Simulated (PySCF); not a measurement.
Screening by computed properties: pick the candidate that meets the target.

Each SMILES stands for a single optimised conformer of the isolated species, non-relativistic unless stated; the electronic structure was computed with PySCF and density fitting.

Dipoles, sizes and rotational constants follow the conformer. The torsions of the flexible species, by atom-mapped SMILES:
- `[CH2:1]=[N:2]/[CH:3]=[C:4](/[F:5])[O:6][C:7]([F:8])([F:9])[F:10]`: C1–N2–C3–C4 -179°, C3–C4–O6–C7 103°, C4–O6–C7–F8 -166°
- `[CH3:1]/[N:2]=[CH:3]\[c:4]1[cH:5][cH:6][n:7][cH:8][c:9]1[CH3:10]`: N2–C3–C4–C5 -55°
- `[CH3:1][CH2:2][NH2:3]`: H–N3–C2–C1 179°, H–N3–C2–C1 -64°

Question: Wanted: static isotropic polarisability above 67 au (B3LYP/def2-SVPD) and lowest singlet excitation below 4.3 eV (TDDFT B3LYP/def2-SVPD), at PBE0-D3(BJ)/def2-SVP geometries. Which candidate meets both?
A. `C/N=C\c1ccncc1C` (C8H10N2)
B. `C=N/C=C(/F)OC(F)(F)F` (C4H3F4NO)
C. `CCN` (C2H7N)
D. `Fc1ccncc1` (C5H4FN)

Answer: A. Computed values:
| species | static isotropic polarisability | lowest singlet excitation |
| --- | --- | --- |
| CCN (C2H7N) | 37.7 au | 6.03 eV |
| Fc1ccncc1 (C5H4FN) | 62.7 au | 5.01 eV |
| C=N/C=C(/F)OC(F)(F)F (C4H3F4NO) | 71.1 au | 4.49 eV |
| C/N=C\c1ccncc1C (C8H10N2) | 109.2 au | 4.08 eV |

Question: Wanted: HOMO–LUMO gap above 6 eV (B3LYP/def2-SVPD) and HOMO energy below -7.1 eV (B3LYP/def2-SVPD), at PBE0-D3(BJ)/def2-SVP geometries. Which candidate meets both?
A. `CCN` (C2H7N)
B. `C=N/C=C(/F)OC(F)(F)F` (C4H3F4NO)
C. `Fc1ccncc1` (C5H4FN)
D. `C/N=C\c1ccncc1C` (C8H10N2)

Answer: C. Computed values:
```csv
species,HOMO–LUMO gap,HOMO energy
C/N=C\c1ccncc1C (C8H10N2),5.23 eV,-6.95 eV
C=N/C=C(/F)OC(F)(F)F (C4H3F4NO),5.44 eV,-7.32 eV
Fc1ccncc1 (C5H4FN),6.39 eV,-7.48 eV
CCN (C2H7N),7.14 eV,-6.67 eV
```
